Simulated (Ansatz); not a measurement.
Dissociation curve of SH (cation, charge +1), lowest singlet found (which spin is the ground state isn't settled by this scan).

Methods: RKS-PBE = Ansatz (a program for electronic structure) with restricted PBE/cc-pVTZ; RKS-B3LYP = restricted B3LYP/cc-pVTZ (Ansatz); FCI = full CI/cc-pVTZ, frozen core (Ansatz).

Energies relative to the lowest point of each curve between 1.12 and 1.63 Å, where full CI is lowest, in eV; the last columns give the error against full CI:

```tsv
R / Å	RKS-PBE	RKS-B3LYP	FCI	RKS-PBE − FCI	RKS-B3LYP − FCI
0.98	3.930	3.800	3.771	0.159	0.029
1.06	2.131	2.031	1.998	0.133	0.033
1.12	1.253	1.174	1.143	0.110	0.032
1.18	0.666	0.607	0.581	0.085	0.026
1.23	0.345	0.303	0.283	0.062	0.021
1.28	0.143	0.117	0.104	0.040	0.014
1.33	0.034	0.023	0.017	0.018	0.006
1.37	0.000	0.000	0.000	0.000	0.000
1.42	0.009	0.023	0.031	-0.021	-0.008
1.47	0.064	0.091	0.106	-0.042	-0.015
1.55	0.221	0.267	0.293	-0.072	-0.026
1.63	0.434	0.498	0.532	-0.099	-0.034
1.73	0.744	0.830	0.871	-0.127	-0.041
1.82	1.043	1.146	1.190	-0.147	-0.044
1.98	1.576	1.707	1.747	-0.172	-0.040
2.19	2.219	2.386	2.403	-0.184	-0.017
2.40	2.765	2.964	2.942	-0.177	0.022
2.68	3.331	3.572	3.476	-0.145	0.096
2.97	3.741	4.024	3.828	-0.088	0.196
3.38	4.086	4.425	4.076	0.010	0.349
3.91	4.275	4.675	4.178	0.098	0.497
```

RKS-PBE is furthest from FCI at 2.19 (-0.184 eV, below); its mean absolute error over the points is 0.095 eV.

RKS-B3LYP is furthest from FCI at 3.91 (0.497 eV, above); its mean absolute error over the points is 0.074 eV.

The scan ran from 0.98 to 4.60 Å; beyond the distances shown full CI changes its symmetry label. The restricted form behind RKS-PBE, RKS-B3LYP keeps the bonding electrons paired and can't separate into open-shell fragments. Also computed but left out beside FCI, since their determinant holds another spin at the minimum (<S²> over 0.7 above the pure value): UHF, UMP2, UCCSD, UCCSD(T), UKS-PBE, UKS-B3LYP, UKS-B3LYP/6-31G*, UHF/3-21G, UHF/LANL2DZ, UKS-LDA (SVWN5)/6-31G*.
